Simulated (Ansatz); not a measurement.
Species: sum formula TaO₂Cl, net charge 0, singlet state. 
Structure (B3LYP-D3(BJ)/def2-TZVP (Ansatz, a quantum-chemistry and plane-wave program) minimum search):
```xyz
4

Ta     0.1890     0.0176     0.2447
O      1.5380    -0.8036    -0.4778
O     -0.6382    -1.1506     1.2281
Cl    -1.2352     0.8438    -1.4040
```
Charge 0, spin multiplicity 1.

Parts of the frozen-core correlation energy in def2-TZVPPD (Ansatz, hartree). Frozen orbitals: 11; correlated occupied orbitals by spin: 12 and 12; virtual: 167 and 167. No spin-orbit coupling. Past Kr the def2 sets carry scalar-relativistic core potentials.

| term | value |
|---|---|
| reference (HF) | -665.81002 |
| MP2 opposite-spin | … |
| MP2 same-spin | -0.24505 |
| CCSD correlation | … |
| (T) | … |
| T1 diagnostic | 0.027 |
| largest doubles amplitude | 0.023 |

Task: Complete the blanks.

Result: 
- MP2 opposite-spin, value: -0.63079
- CCSD correlation, value: -0.84125
- (T), value: -0.05240
